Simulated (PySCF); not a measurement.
This PySCF input asks for the NMR shieldings of SMILES CN1C[Si@@H](Cl)C[Si@H]1N, C$_{3}$H$_{11}$ClN$_{2}$Si$_{2}$; the geometry comes from GFN2-xTB.

```python
import basis_set_exchange as bse
import numpy as np
from pyscf import gto, dft
from pyscf.prop import nmr

atoms = """
C     0.599400   -1.150620    1.834111
N     0.061961   -0.407175    0.726631
C    -1.318662   -0.009044    0.901902
Si   -1.909444    0.880286   -0.682441
Cl   -2.568742    2.743583   -0.239878
C    -0.324555    0.883448   -1.704313
Si    0.803466   -0.367164   -0.826368
N     2.441376    0.162804   -0.867646
H     0.059970   -2.093976    1.987370
H     1.645089   -1.379884    1.642568
H     0.529931   -0.566993    2.758254
H    -1.939755   -0.892577    1.108624
H    -1.394552    0.630223    1.791468
H    -3.020048    0.151131   -1.301248
H     0.139239    1.866004   -1.732398
H    -0.488509    0.591445   -2.736054
H     0.839829   -1.669132   -1.508074
H     2.667105    1.103635   -0.588311
H     3.167098   -0.466742   -0.571661
"""
names = dict.fromkeys(["C", "N", "Si", "Cl", "H"], "pcSseg-1")
basis = {el: gto.basis.parse(bse.get_basis(n, elements=[el], fmt="nwchem")) for el, n in names.items()}
mol = gto.M(atom=atoms, basis=basis, charge=0, verbose=0)
mf = dft.RKS(mol, xc="PBE0")
mf.grids.level = 2
mf.grids.alignment = dft.numint.BLKSIZE   # the property module wants whole blocks of grid points
mf.conv_tol = 1e-9
mf.kernel()

calc = nmr.RKS(mf)   # GIAO
C = mf.mo_coeff
Co = C[:, mf.mo_occ > 0]
resp = mf.gen_response(singlet=True, hermi=2)
def vind(x):   # induced exchange potential for any number of trial vectors
    d = np.einsum("pi,xij,qj->xpq", C, 2 * x.reshape(-1, C.shape[1], Co.shape[1]), Co, optimize=True)
    return np.einsum("xpq,pi,qj->xij", resp(d - d.transpose(0, 2, 1)), C, Co, optimize=True).ravel()
mo1, _ = nmr.rhf.solve_mo1(calc, with_cphf=vind)
sigma = calc.kernel(mo1)
for i, s in enumerate(sigma):   # ppm
    print("%2d %-2s %9.2f" % (i, mol.atom_pure_symbol(i), np.trace(s) / 3))
```

**Question.** What does it print?

**Answer.** 
```
 0 C     147.90
 1 N     221.06
 2 C     139.81
 3 Si    338.31
 4 Cl    960.10
 5 C     185.87
 6 Si    365.38
 7 N     239.97
 8 H      29.30
 9 H      28.82
10 H      29.23
11 H      29.13
12 H      29.18
13 H      26.28
14 H      31.68
15 H      31.38
16 H      26.86
17 H      31.27
18 H      30.69
```

These numbers come from an equivalent density-fitted implementation of the same equations, which agrees with the script to about 0.01 ppm for H and up to a few tenths of a ppm for heavy atoms, so last digits may differ.

**Question.** Turn these shieldings into chemical shifts. Referencing at the same level of theory: 13C (σref 186.93) and 29Si (σref 349.16) and 1H (σref 31.72) against TMS; 15N (σref 267.73) against NH3; 35Cl (σref 949.78) vs HCl.

**Answer.** Averaging equivalent atoms: C 2: 47.1; C 0: 39.0; C 5: 1.1; N 1: 46.7; N 7: 27.8; Si 3: 10.9; Si 6: -16.2; Cl 4: -10; H 13: 5.43; H 16: 4.86; H 8/9/10: 2.60; H 11: 2.59; H 12: 2.54; H 17/18: 0.74; H 15: 0.34; H 14: 0.04 ppm. Experimental scales use liquid or dissolved standards, which lie at an offset from isolated NH3 (liquid NH3: subtract about 20 ppm).

Size and cost of the density-fitted run: 212 basis functions, 47 s wall time on 1 thread of an Arm Neoverse V1, shared host; peak memory 1 GiB.
